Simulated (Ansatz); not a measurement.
BCl3 adduct: PBE0-D4/def2-TZVP single points in Ansatz on relaxed structures, gas phase. Binding counts from free atoms in the multiplicity of their measured ground term, without zero-point energy. The structures are stationary points that may keep the symmetry of their start. Remarks come from the PBE and PBE0 runs and from stability tests at other levels; not every state was tested. HOMO above LUMO (over both spins in singlets and doublets, within one spin in higher multiplets; at PBE or PBE0), or a gap under 0.15 eV within one spin, warns that the state may not be the lowest or that an electron is smeared out.

```csv
species,atoms,state,geometry,HOMO (eV),LUMO (eV),gap (eV),vertical IE (eV),binding per atom (eV),point group (within 0.1 Å),remarks
B(H2O)Cl3 (BCl3OH2),7,singlet,r2SCAN-D4/def2-SVP,-8.37,-0.47,7.90,10.50,3.50,–,–
B(H2S)Cl3 (BH2SCl3),7,singlet,PBE0-D4/def2-SVP,-8.35,-0.83,7.51,10.39,3.19,Cs,gap within one spin near zero at PBE or PBE0 (+1 doublet)
B(NH3)Cl3 (BNCl3H3),8,singlet,PBE0-D4/def2-SVP,-8.04,-0.29,7.75,10.14,3.54,C3v,–
B(PH3)Cl3 (BPH3Cl3),8,singlet,B3LYP-D4/def2-SVP,-8.20,-0.39,7.81,10.18,3.14,–,gap within one spin near zero at PBE or PBE0 (+1 doublet)
B(NHMe2)Cl3 (C2H7BCl3N),14,singlet,PBE-D4/def2-SVP,-7.94,0.23,8.17,9.96,3.83,Cs,–
B(NH2tBu)Cl3 (C4H11BCl3N),20,singlet,PBE-D4/def2-SVP,-7.86,-0.07,7.79,9.84,3.98,–,gap within one spin near zero at PBE or PBE0 (+1 doublet)
```

Estimate the rows for B(OCMe2)Cl3 (C3H6BCl3O) (singlet, B3LYP-D4/def2-SVP geometry); B(OPMe3)Cl3 (C3H9BCl3OP) (singlet, r2SCAN-D4/def2-SVP geometry).


```json
{"species": "B(OCMe2)Cl3 (C3H6BCl3O)", "atoms": "14", "state": "singlet", "geometry": "B3LYP-D4/def2-SVP", "HOMO (eV)": "-7.80", "LUMO (eV)": "-2.74", "gap (eV)": "5.07", "vertical IE (eV)": "9.82", "binding per atom (eV)": "4.11", "point group (within 0.1 Å)": "–", "remarks": "–"}
{"species": "B(OPMe3)Cl3 (C3H9BCl3OP)", "atoms": "18", "state": "singlet", "geometry": "r2SCAN-D4/def2-SVP", "HOMO (eV)": "-7.36", "LUMO (eV)": "0.01", "gap (eV)": "7.37", "vertical IE (eV)": "9.34", "binding per atom (eV)": "3.94", "point group (within 0.1 Å)": "–", "remarks": "gap within one spin near zero at PBE or PBE0 (+1 doublet)"}
```

The gap (eV) runs from 5.07 (B(OCMe2)Cl3) to 8.17 (B(NHMe2)Cl3). The vertical IE (eV) runs from 9.34 (B(OPMe3)Cl3) to 10.50 (B(H2O)Cl3).
